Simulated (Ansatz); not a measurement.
Ansatz (a quantum-chemistry and plane-wave program) input (BHLYP/def2-TZVPD):

Ansatz 0.2 input:
```yaml
crystal:
  periodic: [false, false, false]
  atoms:
    - {symbol: C, position_ang: [-2.12111203, 0.92514078, 0.33471755]}
    - {symbol: C, position_ang: [-1.12963774, 0.04767193, 0.18144618]}
    - {symbol: C, position_ang: [-1.32142954, -1.44048308, 0.24247119]}
    - {symbol: C, position_ang: [0.25930458, 0.57113988, -0.06349197]}
    - {symbol: O, position_ang: [0.49286851, 1.76252836, -0.14504211]}
    - {symbol: Si, position_ang: [1.76241909, -0.64138470, -0.26065134]}
    - {symbol: H, position_ang: [-1.92054438, 1.98710520, 0.28061164]}
    - {symbol: H, position_ang: [-3.14003780, 0.60670199, 0.51526561]}
    - {symbol: H, position_ang: [-0.72145678, -1.88791226, 1.03928970]}
    - {symbol: H, position_ang: [-2.36477144, -1.69234339, 0.42722873]}
    - {symbol: H, position_ang: [-1.01995506, -1.92003753, -0.69246502]}
    - {symbol: H, position_ang: [1.92018798, -1.46917757, 0.95974191]}
    - {symbol: H, position_ang: [1.54339155, -1.55189912, -1.41057605]}
    - {symbol: H, position_ang: [2.96361922, 0.18590475, -0.48049877]}
basis:
  gaussian:
    orbitals: def2-TZVPD
hamiltonian:
  xc: {name: BHLYP}
magnetization: {spin_polarized: true, initial_magnetization: 2}
```

End of the output:

```
integrals: 0.31 GiB planned
1844 factors; their error is unknown
0.51 GiB of the device are held for the grids
2.14 GiB of device memory are held for the factors and their scratch space
mean field: 2.71 GiB planned
mean field evaluation 1: about -14190.8807 eV, gradient 3.9e1 eV
mean field evaluation 2: about -14191.5322 eV, gradient 3.8e1 eV
mean field evaluation 4: about -14198.3869 eV, gradient 3.9e0 eV
mean field evaluation 8: about -14198.5047 eV, gradient 2.7e-1 eV
mean field evaluation 16: about -14198.5524 eV, gradient 2.8e-3 eV
mean field evaluation 32: about -14198.3377 eV, gradient 2.5e0 eV
mean field -14198.55244355 eV, -521.7871781758 hartree, gradient 2.0e-5 eV, S^2 2.043517; 2 other end points of the search recorded, 0 dependent functions left out
reference -14198.55266615 eV, -521.7871863563 hartree; 28, 26 occupied and 275, 277 virtual orbitals, 1844 factors
Total energy: -14198.55266615 eV, -521.7871863563 hartree
```

This state (charge 0, triplet) is run at the relaxed geometry of the species with charge 0 and multiplicity 1, and is a spin state other than that species' own.
